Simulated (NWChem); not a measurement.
# CrNH₂O₂Cl; SMILES [NH]=[Cr](=[O])([OH])[Cl]

```xyz
7

Cr     0.0538    -0.3349     0.0316
O      0.8437    -0.7723     1.2971
N      0.8379    -0.8044    -1.3110
H      1.7485    -1.2794    -1.4443
Cl    -0.0873     1.8210    -0.0048
O     -1.5403    -1.0579     0.0494
H     -1.8486    -1.3679    -0.8268
```
Atoms are numbered in this order, from 1.

Computed with NWChem. The geometry was optimised at PBE-D3(BJ)/def2-SVP. Total energies compare along this basis series because the functional is fixed.

| level | basis functions | energy (Ha) | highest occupied level (eV) | orbital gap (eV) | dipole (D) |
|---|---|---|---|---|---|
| TPSS/pcseg-1 | 101 | -1711.1049 | -7.51 | 2.70 | 3.20 |
| TPSS/aug-pcseg-1 | 161 | -1711.1282 | -7.50 | 2.70 | 2.98 |
| TPSS/pcseg-2 | 208 | -1711.4208 | -7.46 | 2.77 | 3.02 |
| TPSS/STO-3G | 44 | -1692.6606 | ? | ? | ? |
| TPSS/def2-SVP | 101 | -1710.8303 | -7.23 | 2.67 | 3.17 |

### Question
Complete the blanks.

### Answer

- TPSS/STO-3G, highest occupied level (eV): -4.21
- TPSS/STO-3G, orbital gap (eV): 3.78
- TPSS/STO-3G, dipole (D): 3.36
